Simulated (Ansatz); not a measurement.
Born–Oppenheimer molecular dynamics of AlH$_{7}$O$_{2}$Si (11 atoms, charge 0, multiplicity 1). It starts at the highest image of a converged band, a first-order saddle point between two minima.

Computed with RKS PBE0-D4/6-31G* in Ansatz 0.2.0.

```yaml
ensemble: NVE (velocity Verlet)
time_step: 0.5 fs
steps_asked: 200
starting_velocities_drawn_for: 100 K
seed: 3541
```

First frame:

```xyz
11
Properties=species:S:1:pos:R:3
Al -0.046 0.290 -0.028
H -0.706 -0.637 1.322
O 1.641 0.038 -0.218
H 2.012 -0.216 -1.067
H -1.057 0.399 -1.243
O -0.242 1.496 1.385
Si 0.875 2.430 2.237
H 1.837 1.555 2.955
H 1.586 3.306 1.273
H 0.129 3.257 3.220
H -0.573 0.384 1.710
```

How far do the bonds stretch over the last three quarters of this one trajectory? (Pairs bonded in most of those frames.)


```csv
bond,mean (Å),spread (Å),shortest,longest
Al1–O3,1.704,0.025,1.67,1.75
Al1–H5,1.582,0.004,1.57,1.59
Al1–O6,1.697,0.052,1.60,1.75
H2–H11,0.749,0.035,0.70,0.80
O3–H4,0.962,0.007,0.95,0.97
O6–Si7,1.656,0.049,1.59,1.75
Si7–H8,1.493,0.018,1.46,1.52
Si7–H9,1.492,0.004,1.49,1.50
Si7–H10,1.492,0.025,1.45,1.53
```

Mean temperature of the second half: 762 K. The conserved energy stayed within 0.13 meV per atom of its start (net change 0.072 meV per atom), so the integration is sound. The kinetic energy rose, since the run started high on the potential surface and went downhill. It ends in pieces (AlH5O2Si + H2), so much of that is their flight and rotation, not heat. A run of 0.1 ps of so small a system gives no equilibrium averages. The orbitals stay closed-shell, which can raise the energy where a bond breaks towards radicals; this wasn't checked here.

Run time: 13 min on 1 thread of Arm Neoverse V1 (shared host), peak memory 0.16 GiB.
